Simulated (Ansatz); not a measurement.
A structure relaxed at PBE-D4/def2-SVP in Ansatz, charge 0, singlet:

```xyz
18

Ga   -0.988    2.584   -0.736
Ga    1.968   -2.422    1.044
Ga    3.881   -0.394    1.150
Ga    1.369   -0.247   -0.807
Ga   -0.170   -2.804   -1.670
Ga   -1.984   -0.618   -1.291
Ga    1.325    1.301    1.568
Ga   -3.672    2.066   -0.314
Ga   -1.539    0.516    1.434
P    -2.345   -2.853   -1.689
P     0.355   -0.827    1.885
P     3.972   -2.310    2.209
P     2.061   -2.554   -1.309
P    -3.591   -0.104    0.464
P    -0.554    2.680    1.615
P     3.072    1.393   -0.025
P    -0.264    0.808   -2.127
P    -2.895    3.784   -1.403
```

Q: Give its formula.

A: Ga9P9.

Q: Summarise the bond lengths by kind (pairs closer than 1.2 times the sum of covalent radii, bridged metal pairs left out).

A: 24 × Ga–P 2.18 to 2.49 Å.

Single mean-field runs in def2-SVP are fitted with def2-universal-jkfit. Another isomer (singlet) lies 0.04 eV lower at PBE0-D4/def2-TZVP; other spin states weren't run for this one.
